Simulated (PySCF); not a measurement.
# Vertical excitation energies

Sn(OH)H3.
SMILES: `[H][Sn]([H])([H])[OH]`

Method: TDDFT wB97X-D/def2-SVPD, vertical, gas phase, core orbitals frozen in the response, def2 core potentials past Kr (PySCF 2.14.0, density-fitted response routines). Isolated species at its PBE0-D3(BJ)/def2-SVP geometry, gas phase. Spin–orbit coupling is left out.

**Question.** What does the calculation give for the low-lying excited states?

**Answer.** 

```json
{"state": "S1", "E (eV)": "6.27", "E (kJ/mol)": "605", "λ (nm)": "197.6", "f": "0.018", "|μ| (D)": "0.86", "symmetry": "A″", "main configurations (H = HOMO, L = LUMO)": "H→L (94%)"}
{"state": "S2", "E (eV)": "7.33", "E (kJ/mol)": "707", "λ (nm)": "169.1", "f": "0.062", "|μ| (D)": "1.50", "symmetry": "A′", "main configurations (H = HOMO, L = LUMO)": "H-1→L (93%)"}
{"state": "S3", "E (eV)": "7.50", "E (kJ/mol)": "723", "λ (nm)": "165.4", "f": "0.061", "|μ| (D)": "1.47", "symmetry": "A″", "main configurations (H = HOMO, L = LUMO)": "H→L+1 (91%)"}
{"state": "S4", "E (eV)": "7.94", "E (kJ/mol)": "766", "λ (nm)": "156.2", "f": "0.012", "|μ| (D)": "0.62", "symmetry": "A″", "main configurations (H = HOMO, L = LUMO)": "H-3→L (76%), H→L+4 (10%)"}
{"state": "S5", "E (eV)": "8.06", "E (kJ/mol)": "778", "λ (nm)": "153.7", "f": "0.079", "|μ| (D)": "1.61", "symmetry": "A′", "main configurations (H = HOMO, L = LUMO)": "H-2→L (77%), H→L+3 (10%)"}
{"state": "S6", "E (eV)": "8.10", "E (kJ/mol)": "782", "λ (nm)": "153.1", "f": "0.019", "|μ| (D)": "0.78", "symmetry": "A″", "main configurations (H = HOMO, L = LUMO)": "H→L+2 (72%), H→L+4 (15%)"}
{"state": "S7", "E (eV)": "8.24", "E (kJ/mol)": "795", "λ (nm)": "150.4", "f": "0.097", "|μ| (D)": "1.76", "symmetry": "A′", "main configurations (H = HOMO, L = LUMO)": "H-1→L+1 (82%), H→L+3 (11%)"}
{"state": "S8", "E (eV)": "8.66", "E (kJ/mol)": "836", "λ (nm)": "143.2", "f": "0.295", "|μ| (D)": "3.00", "symmetry": "A′", "main configurations (H = HOMO, L = LUMO)": "H→L+3 (64%), H-1→L+1 (10%), H-2→L (9%)"}
{"state": "S9", "E (eV)": "8.78", "E (kJ/mol)": "847", "λ (nm)": "141.2", "f": "0.017", "|μ| (D)": "0.71", "symmetry": "A″", "main configurations (H = HOMO, L = LUMO)": "H→L+4 (52%), H-3→L (16%), H→L+7 (11%)"}
{"state": "S10", "E (eV)": "8.89", "E (kJ/mol)": "858", "λ (nm)": "139.5", "f": "0.027", "|μ| (D)": "0.90", "symmetry": "A′", "main configurations (H = HOMO, L = LUMO)": "H-2→L+1 (45%), H-1→L+2 (41%)"}
```

Triplets, Tamm–Dancoff:

```
state  E (eV)  λ (nm)    main configurations (H = HOMO, L = LUMO)
   T1    5.85   212.0                                   H→L (86%)
   T2    6.63   187.0                    H-1→L (74%), H-2→L (12%)
   T3    6.94   178.6                                 H→L+1 (61%)
   T4    7.31   169.7  H-1→L+1 (44%), H-1→L+4 (12%), H-2→L+1 (9%)
```

The lowest singlet comes at 198 nm (605 kJ/mol) in the vacuum ultraviolet; it is weak; its leading configuration is HOMO→LUMO (94%). The strongest level in the table is S8 at 8.66 eV (143 nm, f = 0.295). Löwdin shares by element: HOMO oxygen 61%, hydrogen 20% or more, tin 15%; LUMO tin 47%, oxygen 21%, hydrogen 18% or more. The listed states span 2.62 eV, and the widest gap between neighbours is 1.06 eV (S1 to S2). Weighted by f, the mean energy of these states is 8.23 eV. Of the 10 states listed, 10 reach f = 0.01 and none stays under 0.0005. No computed singlet lies in the visible range (380 to 750 nm); the lowest, at 198 nm, stands 3.01 eV above its violet end (3.26 eV). All these states lie below the vertical ionisation energy of 10.72 eV (ΔSCF). Symmetry labels in Cs follow from the direction of the transition dipole and are given only for states with f of 0.002 or more. Only the lowest 10 singlets were computed, as vertical energies without vibronic structure.

Time: 12 s wall. Hardware: an Arm Neoverse V2 with one thread, no GPU (shared host).
